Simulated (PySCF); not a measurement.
Correlation energy of In⁺ (indium, charge +1)

Starting occupation: [Kr] 4d10 5s2. All numbers are calculated (PySCF 2.14, X2C-1e with screened-nucleus spin-orbit coupling, Gaussian nucleus, in x2c-SVPall-2c with one added diffuse shell each of s, p type (7s9p4d, 54 functions)). Frozen: [Ar] 3d10; 20 electrons correlated; the 6 highest virtual spinors left out.

MP2 pair energies summed by pair of shells (mhartree):

```
       pair  energy  share (%)
5s1/2-5s1/2  -20.67       25.2
4d3/2-4d5/2   -7.52        9.2
4d5/2-4p3/2   -7.40        9.0
4d5/2-4d5/2   -6.24        7.6
4d5/2-5s1/2   -6.09        7.4
4p1/2-4p3/2   -5.42        6.6
4d3/2-4p3/2   -4.98        6.1
4p3/2-4p3/2   -4.56        5.6
4d3/2-5s1/2   -4.13        5.0
4d5/2-4p1/2   -3.75        4.6
4d3/2-4d3/2   -2.77        3.4
4d3/2-4p1/2   -2.36        2.9
4d5/2-4s1/2   -1.13        1.4
4p3/2-5s1/2   -1.01        1.2
4p1/2-4p1/2   -1.00        1.2
4d3/2-4s1/2   -0.73        0.9
4p3/2-4s1/2   -0.70        0.9
4s1/2-4s1/2   -0.49        0.6
4p1/2-5s1/2   -0.43        0.5
4p1/2-4s1/2   -0.36        0.4
4s1/2-5s1/2   -0.19        0.2
```

Total MP2 correlation energy: -81.91 mhartree.

This basis was not built for core-valence correlation, so the inner-shell part is incomplete.
